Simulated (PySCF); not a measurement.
Cost against size for one kind of job: PBE0-D3(BJ)/def2-SVP geometry optimisation, gas phase in PySCF 2.14.0; work: geometry optimisation from a GFN2-xTB start shaken at random. Hardware: one thread of an Arm Neoverse V1, no GPU, shared host. Other jobs ran on the host; a repeat could differ by tens of per cent or more. Peak memory is the resident size of the whole Python process, interpreter and libraries included.

| species (SMILES) | atoms | electrons | basis functions | SCF cycles | gradient evaluations | wall time | peak memory |
| --- | --- | --- | --- | --- | --- | --- | --- |
| C#CC[P-]C#C | 10 | 50 | 108 | 61 | 8 | 34 s | 0.44 GiB |
| [H]/N=C\[C@@H]1C[SiH2]1 | 12 | 46 | 109 | 50 | 7 | 31 s | 0.44 GiB |
| C=N[SiH]1CC1 | 12 | 46 | 109 | 52 | 8 | 32 s | 0.44 GiB |
| C#C[Si@@H](C)N | 12 | 46 | 109 | 41 | 6 | ? | ? |
| O=CC/C=N\[SiH3] | 13 | 54 | 123 | 85 | 12 | 70 s | 0.50 GiB |

Question: Estimate the withheld figures.

Answer: `C#C[Si@@H](C)N`: 25 s, 0.45 GiB.

Question: Which species took longest, and how many times the shortest run?

Answer: `O=CC/C=N\[SiH3]`, at 70 s: about 2.8 times the shortest (25 s).
